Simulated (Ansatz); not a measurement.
Stepwise reaction of `C=C[SiH]([SiH3])[SiH3]` with hydrogen, as a gas-phase model of exchange steps in deposition or etching. ΔE in kJ/mol.

Isolated molecules relaxed with PBE0-D4/def2-TZVP in Ansatz; ΔE leaves out vibrations. CBS: MP2 limit from def2 TZ/QZ plus the TZ coupled-cluster correction, frozen cores. This one scheme is used for every species. DFT in def2-TZVPP. B3LYP here is the variant with VWN-RPA as its local correlation; programs differ in this. One conformer a species, not always the lowest.

```tsv
step	reaction	PBE-D4	B3LYP-D4	ωB97M-V	CCSD(T)/CBS
1	`C=C[SiH]([SiH3])[SiH3]` + H₂ → `C=C[SiH2][SiH3]` + SiH₄	2.3	-12.8	-18.1	-12.3
2	`C=C[SiH2][SiH3]` + H₂ → `C=C[SiH3]` + SiH₄	-3.7	-19.1	-24.1	-18.5
```

By hand: ΔE of the 2 steps together at CCSD(T)/CBS.

(-12.3) + (-18.5) = -30.8 kJ/mol, or -15.4 kJ/mol a step.

In ΔE each step is lower than the one before. All are downhill at CCSD(T)/CBS. PBE-D4 differs from CCSD(T)/CBS by 14.6 to 14.8 kJ/mol a step. Isolated molecules leave out the surface, adducts and barriers. Largest T1 diagnostic: 0.013.
